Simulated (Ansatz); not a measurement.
# Appearance energy of a fragment ion: C4H15NSi2 → [C4H9]+ + Si2NH6 + e⁻

Species: C4H15NSi2 `CC(C)(C)N([SiH3])[SiH3]`, singlet; [C4H9]+ `C[C+](C)C`, singlet; Si2NH6 `[SiH3][N][SiH3]`, doublet. 

Shapes, held fixed at every level: PBE0-D4/def2-TZVP. Flexible molecules stand in one conformer, not always the lowest. Programs: Ansatz 0.2.0. Electronic energies: no zero-point or thermal term.

| level | kind | ΔE (eV) | less CCSD(T)/CBS estimate |
| --- | --- | --- | --- |
| HF/def2-SVP | Hartree–Fock | +8.69 | -2.19 |
| BHLYP-D4/def2-TZVPP | global hybrid | +10.24 | -0.64 |
| MP2/def2-TZVPP | perturbation theory | +11.15 | +0.27 |
| CCSD(T)/def2-SVP | coupled cluster or CI | +10.72 | -0.16 |
| CCSD/def2-SVP | coupled cluster or CI | +10.59 | -0.29 |
| CCSD(T)/def2-TZVPP | coupled cluster or CI | +10.75 | -0.13 |
| CCSD(T)/CBS estimate | coupled cluster or CI | +10.88 | 0.00 |

The highest level, CCSD(T)/CBS estimate, gives ΔE = +10.88 eV; the levels span +8.69 to +11.15. The column of differences is taken from that level and isn't an error. No measured value is set beside it here. Open shells run unrestricted unless RO is named. The CBS estimate extrapolates MP2 from def2-TZVPP and def2-QZVPP and adds CCSD(T) − MP2 in the triple-zeta set, cores frozen. The onset seen in experiment also holds zero-point changes and kinetic shifts.
